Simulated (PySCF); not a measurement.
**Shapes and spin states of MoOI2**

All numbers come from PySCF, PBE0, basis Mo def2-SVP with ECP28, O def2-SVP, I def2-SVP with ECP28 (scalar-relativistic core potentials, no spin–orbit coupling, density fitting).

Relaxations began from a few typed shapes and spin states; open shells are unrestricted. The search is not exhaustive: other isomers or separated fragments can lie lower, and high-lying points may rest on an excited occupation.

| spin | group | bonds | angles | imaginary modes (cm⁻¹) | ΔE (kJ/mol) | ΔE with ZPE (kJ/mol) |
| --- | --- | --- | --- | --- | --- | --- |
| triplet | C2v | Mo–I 2.625 Å (×2), Mo–O 1.641 Å | I–Mo–I 122.2°, I–Mo–O 118.9° (×2) | none | 0.0 | 0.0 |
| singlet (closed shell, unstable to spin polarisation) | C2v | Mo–I 2.587 Å (×2), Mo–O 1.634 Å | I–Mo–I 127.4°, I–Mo–O 116.3° (×2) | none | 70.4 | 70.5 |
| singlet (closed shell, unstable to spin polarisation) | Cs | Mo–I 2.587 Å (×2), Mo–O 1.634 Å | I–Mo–I 127.2°, I–Mo–O 116.4° (×2) | none | 70.5 | 70.7 |
| singlet (closed shell, unstable to spin polarisation) | C2v | Mo–I 2.586 Å (×2), Mo–O 1.634 Å | I–Mo–I 127.0°, I–Mo–O 116.5° (×2) | none | 70.7 | 70.5 |

The lowest minimum found is the triplet C2v: Mo–I 2.625 Å (×2), Mo–O 1.641 Å; I–Mo–I 122.2°, I–Mo–O 118.9° (×2).

Formally Mo is in oxidation state +4, d2, with 2 unpaired electrons (the high-spin count). The Mulliken spin on Mo is 2.13. The polar-tensor charge on Mo, 1.61, is far below the formal one.

For the lowest minimum: other spin states or occupations of the open shell can lie lower. No spin–orbit coupling is included, which matters more the heavier the element.
